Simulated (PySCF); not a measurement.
Compound: C₁₁H₁₅Cl.
SMILES with atom numbers: `[CH:1]#[C:2][C@@H:3]1[CH2:4][CH2:5][C@:6]2([CH2:7]1)[CH2:8][C@H:9]([CH2:10][Cl:11])[CH2:12]2` (hydrogens: H13 on C1; H14 on C3; H15, H16 on C4; H17, H18 on C5; H19, H20 on C7; H21, H22 on C8; H23 on C9; H24, H25 on C10; H26, H27 on C12)

Theory: PBE0-D3(BJ)/def2-SVP geometry optimisation, gas phase in PySCF.

(1) List the bond lengths, angles and torsions at this level.

Answers

(1) 
| bond | length (Å) |
| --- | --- |
| C1≡C2 | 1.212 |
| C2–C3 | 1.461 |
| C3–C4 | 1.539 |
| C4–C5 | 1.531 |
| C5–C6 | 1.544 |
| C6–C7 | 1.540 |
| C6–C8 | 1.547 |
| C8–C9 | 1.538 |
| C9–C10 | 1.505 |
| C10–Cl11 | 1.792 |
| C9–C12 | 1.541 |
| C3–C7 | 1.536 |
| C6–C12 | 1.550 |
| C1–H13 | 1.074 |
| C3–H14 | 1.103 |
| C4–H15 | 1.102 |
| C4–H16 | 1.099 |
| C5–H17 | 1.101 |
| C5–H18 | 1.101 |
| C7–H19 | 1.100 |
| C7–H20 | 1.103 |
| C8–H21 | 1.102 |
| C8–H22 | 1.101 |
| C9–H23 | 1.102 |
| C10–H24 | 1.100 |
| C10–H25 | 1.100 |
| C12–H26 | 1.100 |
| C12–H27 | 1.103 |

A selection of angles:
| angle | degrees |
| --- | --- |
| C1–C2–C3 | 179.6 |
| C2–C3–C4 | 112.0 |
| C2–C3–C7 | 112.4 |
| C4–C3–C7 | 101.1 |
| C3–C4–C5 | 103.8 |
| C4–C5–C6 | 106.6 |
| C5–C6–C7 | 104.8 |
| C5–C6–C8 | 120.2 |
| C5–C6–C12 | 117.8 |
| C7–C6–C8 | 113.3 |
| C7–C6–C12 | 113.2 |
| C8–C6–C12 | 87.5 |
| C3–C7–C6 | 105.1 |
| C6–C8–C9 | 89.1 |
| C8–C9–C10 | 118.9 |
| C8–C9–C12 | 88.1 |
| C10–C9–C12 | 117.9 |
| C9–C10–Cl11 | 111.2 |
| C6–C12–C9 | 88.8 |

Dihedral angles: C2–C3–C4–C5 -78° (synclinal); C3–C4–C5–C6 -27° (synperiplanar); C4–C5–C6–C7 2° (synperiplanar); C5–C6–C7–C3 24° (synperiplanar); C5–C6–C8–C9 -140° (anticlinal); C6–C8–C9–C10 140° (anticlinal); C8–C9–C10–Cl11 66° (synclinal); C8–C9–C12–C6 -19° (synperiplanar); C2–C3–C7–C6 79° (synclinal); C5–C6–C12–C9 142° (anticlinal).

The 4-membered ring C6–C8–C9–C12 has internal angles of 87.5° to 89.1°; it is puckered, 0.13 Å rms from its mean plane, widest ring torsion 19°. The 5-membered ring C3–C4–C5–C6–C7 has internal angles of 101.1° to 106.6°; it is puckered, 0.19 Å rms from its mean plane, widest ring torsion 42°. Of the pairs four or more bonds apart, H18···H27 is among the closest relative to their van der Waals radii: 2.41 Å, 100 % of the sum of Bondi's values. The 12 C–C bonds span 1.212 Å (C1≡C2, drawn triple) to 1.550 Å (C6–C12, drawn single), a spread of 0.338 Å.

Point group: C1 (no symmetry element, even within 0.4 Å). No frequency check. One conformer, not necessarily the lowest.
